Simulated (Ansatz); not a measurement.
Calculated with Ansatz (gas phase, PBE0-D4/def2-TZVP geometries, no zero-point term in ΔE). CBS: MP2 limit from def2 TZ/QZ plus the TZ coupled-cluster correction, frozen cores. Functionals use def2-TZVPP. For Ga outer-core shells are correlated without core-valence functions, which leaves a few kJ/mol of doubt a bond. Scalar relativity is left out up to krypton. One conformer a species, not always the lowest.

`[NH2][Ga]([NH2])[SH]` + `[NH2][Ga]([NH2])[F]` → `[NH2][Ga]([F])[SH]` + `[NH2][Ga]([NH2])[NH2]`  (redistribution)

```json
{"level": "PBE", "ΔE (kJ/mol)": "4.3"}
{"level": "PBE0", "ΔE (kJ/mol)": "5.3"}
{"level": "MP2/def2-TZVPP", "ΔE (kJ/mol)": "6.6"}
{"level": "MP2/def2-QZVPP", "ΔE (kJ/mol)": "6.4"}
```

(1) What does CCSD(T)/CBS give? (Estimate.)

Largest T1 diagnostic among the species: 0.013.

Answers

(1) Computed: +5.6 kJ/mol. The listed levels differ from it by -1.3, -0.3, 1.0, 0.8 kJ/mol.
